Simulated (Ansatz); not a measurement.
VO3⁻. Total charge -1; triplet. Geometry PBE0-D4/def2-TZVP, that of the neutral doublet; atoms count from 1.

```xyz
4

V    -0.0292   -0.0899   -0.6287
O     0.2667   -0.8963    0.9403
O     0.7250    1.1666   -1.2062
O    -0.9626   -0.1804    0.8946
```

The structure holds one bond between oxygen atoms, so isomers without such links may lie far lower. The highest occupied level of the charge -1 triplet lies above zero (up to 0.07 eV). By energy differences its removal costs 1.71 eV (vertical, to the charge 0 doublet, at PBE0-D4/def2-TZVPD); a positive level beside a positive removal energy at the same level points to self-interaction error. The structure comes from a short search, and lower isomers may exist.

**Question.** Estimate the Mulliken populations from the PBE0/def2-TZVPD orbitals of Ansatz.

**Answer.** 
| atom | charge (e) | spin (α − β) | d electrons |
| --- | --- | --- | --- |
| V1 | 0.84 | 2.38 | 3.28 |
| O2 | -0.51 | -0.10 | – |
| O3 | -0.82 | -0.19 | – |
| O4 | -0.51 | -0.10 | – |
Mulliken values and Mayer orders depend strongly on the basis. With diffuse functions, as here, like atoms can get unlike values, and bond orders can come out too low or too high.

**Question.** Where does the spin sit?

**Answer.** Summed by element: V 2.38, O -0.38, of 2 unpaired in all. Largest on single atoms: V1 2.38, O3 -0.19, O2 -0.10.

**Question.** And the Mayer bond orders between bonded heavy atoms (over 0.3)?

**Answer.** V1–O2 0.60 (1.79 Å); V1–O3 1.58 (1.58 Å); V1–O4 0.60 (1.79 Å); O2–O4 0.66 (1.42 Å).
